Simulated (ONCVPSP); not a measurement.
An all-electron radial function and its pseudo partner (chromium (Cr))

Columns: radius, all-electron u(r) and pseudo u(r) of the 3d shell (level -2.93 eV) of chromium in the configuration [Ne] 3s2 3p6 3d5 4s1; PBEsol, scalar-relativistic, ONCV scheme, ONCVPSP 4.0.1.

```json
{"r (bohr)": "0.100", "all-electron": "0.0452", "pseudo": "0.0035"}
{"r (bohr)": "0.200", "all-electron": "0.1925", "pseudo": "0.0271"}
{"r (bohr)": "0.300", "all-electron": "0.3721", "pseudo": "0.0852"}
{"r (bohr)": "0.400", "all-electron": "0.5320", "pseudo": "0.1833"}
{"r (bohr)": "0.500", "all-electron": "0.6535", "pseudo": "0.3162"}
{"r (bohr)": "0.600", "all-electron": "0.7350", "pseudo": "0.4694"}
{"r (bohr)": "0.700", "all-electron": "0.7809", "pseudo": "0.6232"}
{"r (bohr)": "0.800", "all-electron": "0.7993", "pseudo": "0.7573"}
{"r (bohr)": "0.900", "all-electron": "0.7977", "pseudo": "0.8555"}
{"r (bohr)": "1.000", "all-electron": "0.7827", "pseudo": "0.9091"}
{"r (bohr)": "1.100", "all-electron": "0.7590", "pseudo": "0.9182"}
{"r (bohr)": "1.200", "all-electron": "0.7302", "pseudo": "0.8897"}
{"r (bohr)": "1.300", "all-electron": "0.6986", "pseudo": "0.8355"}
{"r (bohr)": "1.400", "all-electron": "0.6658", "pseudo": "0.7685"}
{"r (bohr)": "1.500", "all-electron": "0.6330", "pseudo": "0.7001"}
{"r (bohr)": "1.600", "all-electron": "0.6008", "pseudo": "0.6380"}
{"r (bohr)": "1.700", "all-electron": "0.5696", "pseudo": "0.5861"}
{"r (bohr)": "1.800", "all-electron": "0.5397", "pseudo": "0.5448"}
{"r (bohr)": "1.900", "all-electron": "0.5113", "pseudo": "0.5120"}
{"r (bohr)": "2.000", "all-electron": "0.4845", "pseudo": "0.4845"}
{"r (bohr)": "2.100", "all-electron": "0.4591", "pseudo": "0.4591"}
{"r (bohr)": "2.200", "all-electron": "0.4352", "pseudo": "0.4352"}
{"r (bohr)": "2.300", "all-electron": "0.4127", "pseudo": "0.4127"}
{"r (bohr)": "2.400", "all-electron": "0.3915", "pseudo": "0.3915"}
{"r (bohr)": "2.500", "all-electron": "0.3715", "pseudo": "0.3715"}
{"r (bohr)": "2.600", "all-electron": "0.3527", "pseudo": "0.3527"}
```

Q: How many radial nodes do the two functions have?

A: The all-electron 3d function has n − l − 1 = 0; the pseudo-wave has 0.

Q: At about which radius was the pseudo-wave matched?

A: 2.00 bohr, where the columns begin to agree (steps of 0.10 bohr).

Q: Is the pseudo-wave norm-conserving?

A: Yes: the ONCV scheme keeps the norm inside the radius equal to the all-electron one, which fixes the energy derivative of the logarithmic derivative at the level.
